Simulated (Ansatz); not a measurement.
`CN(BF)CF` → B• + 2 C• + 2 F• + 6 H• + N•  (atomization)

Program: Ansatz. Geometries: PBE0-D4/def2-TZVP. ΔE: electronic, gas phase. CCSD(T)/CBS is the MP2 limit (def2-TZVPP, def2-QZVPP) plus CCSD(T) − MP2 in def2-TZVPP, frozen cores. This one scheme is used for every species, atoms too. For atomizations the MP2-based limit and the directly extrapolated one differ by several kJ/mol either way, and by 10 to 25 for some Ge, Se and Sn compounds, so smaller differences from it don't rank the levels. Functionals use def2-TZVPP. No spin–orbit coupling; open shells (•) take unrestricted orbitals. Spin–orbit coupling would lower the free atoms: a little for B, C, F. One conformer a species, not always the lowest.

(1) What is ΔE at CCSD(T)/CBS? (An estimate is asked.)

(2) What do these levels give: PBE-D4, BHLYP-D4, CAM-B3LYP-D4, ωB97M-V, MP2/def2-TZVPP, MP2/CBS(def2)? (An estimate is asked.)

Largest T1 diagnostic among the species: 0.014.

Results:

(1) Computed: +49.73 eV.

(2) Ansatz gave: PBE-D4 51.18, BHLYP-D4 48.36, CAM-B3LYP-D4 50.35, ωB97M-V 50.06, MP2/def2-TZVPP 49.64, MP2/CBS(def2) 50.85 eV.

At CCSD(T), def2-SVP lies −2.15 eV from the extrapolated value and def2-TZVPP −1.21 eV: correlation converges slowly with the basis, and small sets miss more of it in the bonded molecule than in its fragments. In def2-TZVPP, CCSD(T) changes the Hartree–Fock value by +11.96 eV (the triples alone add +0.73 eV) and MP2 by +13.08 eV; breaking electron pairs costs correlation energy, which Hartree–Fock lacks. The D4 term adds +0.34 eV with B3LYP and +0.18 eV with PBE0; it sums over pairs of atoms, weighted by their polarisabilities, and B3LYP, whose exchange is more repulsive, gets the larger term.

B3LYP here is the variant with VWN-RPA as its local correlation; programs differ in this.
